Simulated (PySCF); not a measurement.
CH8FNOSi2, SMILES C[Si@@H](O)[Si@H](N)F.

The structure is a stationary point at PBE0-D3(BJ)/def2-SVP. The structure was generated by enumeration; whether it is a known compound was not checked. One conformer was computed; it need not be the lowest.

Two levels are set side by side: TDA-PBE/def2-SVPD (PySCF) and TDA-B3LYP/def2-SVPD (PySCF). Vertical, same geometry. The lowest singlet is HOMO→LUMO 96 % with PBE and HOMO→LUMO 95 % with the other functional; states are paired by order. Differences are taken from unrounded values.

```tsv
quantity	TDA-PBE
lowest singlet excitation (eV)	5.41
lowest triplet excitation (TDA) (eV)	4.81
first bright state (f over 0.05) (eV)	6.97
its oscillator strength	0.07
```

### Question
These are the TDA-PBE values. What does TDA-B3LYP give? (The exact figures need the calculation; the answer reports its results.)

### Answer

| quantity | TDA-B3LYP | TDA-PBE minus TDA-B3LYP |
|---|---|---|
| lowest singlet excitation (eV) | 5.90 | -0.49 |
| lowest triplet excitation (TDA) (eV) | 5.24 | -0.43 |
| first bright state (f over 0.05) (eV) | 7.62 | -0.64 |
| its oscillator strength | 0.13 | -0.06 |

Functionals without exact exchange tend to place singlet excitations lower, as here. Differences between two approximate levels are no errors against the true value.

Rough cost on one machine, each run with all the roots and properties that it gave: TDA-B3LYP against TDA-PBE about 2 times.
